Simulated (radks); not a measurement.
Computed order of ionisation of barium. At each step one electron was removed from each of the four highest sub-shells of the ion before, moves of one valence electron (up to charge 6) and the configuration listed by NIST were tried, and the lowest configuration was kept. Calculated with a radial shooting solver on a logarithmic mesh with Libxc functionals: scalar-relativistic Kohn-Sham, LDA (Slater exchange, Perdew-Wang correlation), spin-polarised, spherical densities, finite nucleus; Fermi nuclear charge, rms radius of each element as measured or else 0.836 A^(1/3) + 0.57 fm. Open shells are filled with parallel spins first.

| species | lowest configuration found | NIST configuration | margin to the next tried (eV) | IE (eV) | NIST IE (eV) | kind |
|---|---|---|---|---|---|---|
| Ba | [Xe] 6s2 | same | 0.985 | 5.384 | 5.212 | exp. |
| Ba+ | [Xe] 6s1 | same | 0.759 | 10.321 | 10.004 | exp. |
| Ba2+ | [Xe] | same | 19.046 | 36.467 | 35.844 | exp. |
| Ba3+ | [Kr] 4d10 5s2 5p5 | same | 15.780 | 47.602 | 47.0 | semi-emp. |
| Ba4+ | [Kr] 4d10 5s2 5p4 | same | 16.387 | 59.107 | 58 | theory |
| Ba5+ | [Kr] 4d10 5s2 5p3 | same | 17.030 | 74.009 | 71 | theory |
| Ba6+ | [Kr] 4d10 5s2 5p2 | same | 14.461 | 86.788 | 86 | theory |
| Ba7+ | [Kr] 4d10 5s2 5p1 | same | 15.854 | 99.769 | 101 | theory |
| Ba8+ | [Kr] 4d10 5s2 | same | 17.500 | 132.29 | 131 | semi-emp. |
| Ba9+ | [Kr] 4d10 5s1 | same | 72.760 | 148.34 | 146.5 | semi-emp. |
| Ba10+ | [Kr] 4d10 | same | 75.241 | 243.06 | 241 | theory |
| Ba11+ | [Kr] 4d9 | same | 93.113 | 270.31 | 267 | theory |
| Ba12+ | [Kr] 4d8 | same | 93.953 | 298.22 | 296 | theory |
| Ba13+ | [Kr] 4d7 | same | 94.759 | 326.74 | 325 | theory |

Reference values: NIST Atomic Spectra Database (exp. = measured, semi-emp. = semi-empirical, theory = theoretical value adopted there). Open shells are spherical and high-spin; term and fine-structure splittings are not resolved. Spin-orbit splitting is averaged out at the scalar-relativistic level.
